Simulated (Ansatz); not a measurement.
Si(Cl)2 cation (Cl2Si), SMILES Cl[Si]Cl (connectivity only; charge and spin as stated), charge +1, multiplicity 2.

Geometry: r2SCAN-D4/def2-TZVP. The multiplicity is an assumed one; other spin states were not compared. The isomer is the one that the SMILES or the coordinates give; other isomers of the formula were not compared.

Two levels are set side by side: PBE/def2-TZVPD (Ansatz, an electronic-structure program) and PBE0/def2-TZVPD (Ansatz). Energy differences of separate SCF runs at the same geometry; the states with an electron removed or added have multiplicity 1 and 1. Differences are taken from unrounded values.

```tsv
quantity	PBE
vertical ionisation energy (eV)	16.63
vertical electron affinity (eV)	8.76
```

Task: These are the PBE values. What does PBE0 give? (The exact figures need the calculation; the answer reports its results.)

Result: 
```json
[
 {"quantity": "vertical ionisation energy (eV)", "PBE0": "16.92", "PBE minus PBE0": "-0.28"},
 {"quantity": "vertical electron affinity (eV)", "PBE0": "8.83", "PBE minus PBE0": "-0.07"}
]
```

On these quantities the two levels nearly agree.
